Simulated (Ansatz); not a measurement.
The same molecule with X = Si, Ge, Sn. Ansatz, PBE0-D4/def2-TZVP geometries, multiplicity 1. Each molecule was computed in one conformer, which needn't be the lowest.

Elements past krypton have def2 core potentials. Scalar relativity is left out up to krypton.

```
 X                    molecule  mean X–Cl bond length / Å  mean X–S bond length / Å  size of the dipole moment (PBE/def2-TZVPP) / D  HOMO–LUMO gap (PBE0/def2-TZVPP) / eV  HOMO–LUMO gap (PBE/def2-TZVPP) / eV
Ge  `[SH][Ge]([Cl])([Cl])[Cl]`                      2.127                     2.188                                            1.38                                  6.38                                 4.13
Sn  `[SH][Sn]([Cl])([Cl])[Cl]`                      2.299                     2.364                                            1.68                                  5.62                                 3.46
```

Question: Give the row for X = Si, `S[Si](Cl)(Cl)Cl`. (An estimate is asked.)

Answer: The calculation gave: 
| X | molecule | mean X–Cl bond length / Å | mean X–S bond length / Å | size of the dipole moment (PBE/def2-TZVPP) / D | HOMO–LUMO gap (PBE0/def2-TZVPP) / eV | HOMO–LUMO gap (PBE/def2-TZVPP) / eV |
| --- | --- | --- | --- | --- | --- | --- |
| Si | `S[Si](Cl)(Cl)Cl` | 2.031 | 2.105 | 1.04 | 7.62 | 5.36 |

From Si to Sn the mean X–Cl bond length rises at each step, by 0.268 Å in all; the mean X–S bond length rises at each step, by 0.259 Å in all; the HOMO–LUMO gap (PBE0/def2-TZVPP) falls at each step, by 2.00 eV in all; the HOMO–LUMO gap (PBE/def2-TZVPP) falls at each step, by 1.90 eV in all. Bonds lengthen as the atom grows down the group. Dipoles are sizes alone, and their direction can turn along the series.
